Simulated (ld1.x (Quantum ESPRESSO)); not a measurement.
Reading a pseudo-wave (nitrogen)

Columns: radius, all-electron u(r) and pseudo u(r) of the 2p shell (level -7.09 eV) of nitrogen in the configuration [He] 2s2 2p3; PBE, scalar-relativistic, TM scheme, ld1.x (Quantum ESPRESSO) 7.5.

```json
{"r (bohr)": "0.057", "all-electron": "0.0273", "pseudo": "0.0133"}
{"r (bohr)": "0.115", "all-electron": "0.0917", "pseudo": "0.0531"}
{"r (bohr)": "0.172", "all-electron": "0.1718", "pseudo": "0.1147"}
{"r (bohr)": "0.230", "all-electron": "0.2585", "pseudo": "0.1948"}
{"r (bohr)": "0.288", "all-electron": "0.3434", "pseudo": "0.2858"}
{"r (bohr)": "0.345", "all-electron": "0.4213", "pseudo": "0.3787"}
{"r (bohr)": "0.402", "all-electron": "0.4916", "pseudo": "0.4683"}
{"r (bohr)": "0.460", "all-electron": "0.5545", "pseudo": "0.5503"}
{"r (bohr)": "0.518", "all-electron": "0.6087", "pseudo": "0.6194"}
{"r (bohr)": "0.575", "all-electron": "0.6538", "pseudo": "0.6731"}
{"r (bohr)": "0.632", "all-electron": "0.6913", "pseudo": "0.7131"}
{"r (bohr)": "0.690", "all-electron": "0.7218", "pseudo": "0.7416"}
{"r (bohr)": "0.747", "all-electron": "0.7449", "pseudo": "0.7601"}
{"r (bohr)": "0.805", "all-electron": "0.7619", "pseudo": "0.7717"}
{"r (bohr)": "0.862", "all-electron": "0.7729", "pseudo": "0.7783"}
{"r (bohr)": "0.920", "all-electron": "0.7792", "pseudo": "0.7814"}
{"r (bohr)": "0.977", "all-electron": "0.7809", "pseudo": "0.7815"}
{"r (bohr)": "1.035", "all-electron": "0.7789", "pseudo": "0.7789"}
{"r (bohr)": "1.092", "all-electron": "0.7737", "pseudo": "0.7737"}
{"r (bohr)": "1.150", "all-electron": "0.7656", "pseudo": "0.7656"}
{"r (bohr)": "1.208", "all-electron": "0.7553", "pseudo": "0.7553"}
{"r (bohr)": "1.265", "all-electron": "0.7432", "pseudo": "0.7432"}
{"r (bohr)": "1.322", "all-electron": "0.7297", "pseudo": "0.7297"}
{"r (bohr)": "1.380", "all-electron": "0.7146", "pseudo": "0.7146"}
{"r (bohr)": "1.438", "all-electron": "0.6985", "pseudo": "0.6985"}
{"r (bohr)": "1.495", "all-electron": "0.6820", "pseudo": "0.6820"}
```

(1) How many radial nodes do the two functions have?

(2) At about which radius was the pseudo-wave matched?

(3) Where does each function peak?

(4) Is the pseudo-wave norm-conserving?

## Answers

(1) The all-electron 2p function has n − l − 1 = 0; the pseudo-wave has 0.

(2) 1.15 bohr. The columns agree to 0.0005 from 1.03 bohr on; several derivatives are matched, so the curves merge somewhat inside the radius.

(3) Outermost all-electron maximum near 0.98 bohr, pseudo maximum near 0.98 bohr (to the table’s step).

(4) Yes: the TM scheme keeps the norm inside the radius equal to the all-electron one, which fixes the energy derivative of the logarithmic derivative at the level.
